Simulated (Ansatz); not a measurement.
Ansatz (an electronic-structure program) input (CCSD(T)/def2-QZVPP):
A basis named .json is the Basis Set Exchange file of that set.

Ansatz 0.2 input:
```yaml
crystal:
  periodic: [false, false, false]
  atoms:
    - {symbol: Br, position_ang: [-1.83464892, -0.25832664, -0.12658445]}
    - {symbol: Si, position_ang: [-0.03086585, 0.88654278, 0.52349307]}
    - {symbol: Br, position_ang: [1.84861730, -0.15900635, -0.07761447]}
    - {symbol: H, position_ang: [-0.05677132, 2.19505547, -0.18194089]}
basis:
  gaussian:
    orbitals: def2-QZVPP.json
magnetization: {spin_polarized: true, initial_magnetization: 1}
correlation: {method: ccsd_t, electrons: outside_noble_gas}
```

End of the output:

```
second order -12.54712172 eV of doubles, -0.00000000 eV of singles
coupled cluster: 22.57 GiB planned
cycle   1  -13.16874658 eV  change   -6.2e-1 eV  update   7.9e-2
cycle   2  -13.46404219 eV  change   -3.0e-1 eV  update   2.4e-2
cycle   3  -13.52929887 eV  change   -6.5e-2 eV  update   1.4e-2
cycle   4  -13.52213462 eV  change    7.2e-3 eV  update   5.3e-3
cycle   5  -13.52171248 eV  change    4.2e-4 eV  update   2.5e-3
cycle   6  -13.52225856 eV  change   -5.5e-4 eV  update   9.4e-4
cycle   7  -13.52245394 eV  change   -2.0e-4 eV  update   3.7e-4
cycle   8  -13.52258117 eV  change   -1.3e-4 eV  update   1.3e-4
cycle   9  -13.52255654 eV  change    2.5e-5 eV  update   5.1e-5
cycle  10  -13.52253240 eV  change    2.4e-5 eV  update   2.1e-5
cycle  11  -13.52254269 eV  change   -1.0e-5 eV  update   1.0e-5
perturbative correction -0.63274947 eV, -0.0232531140 hartree
Total energy: -147895.14799173 eV, -5435.0464417644 hartree
```

It need not be the lowest isomer of its formula.
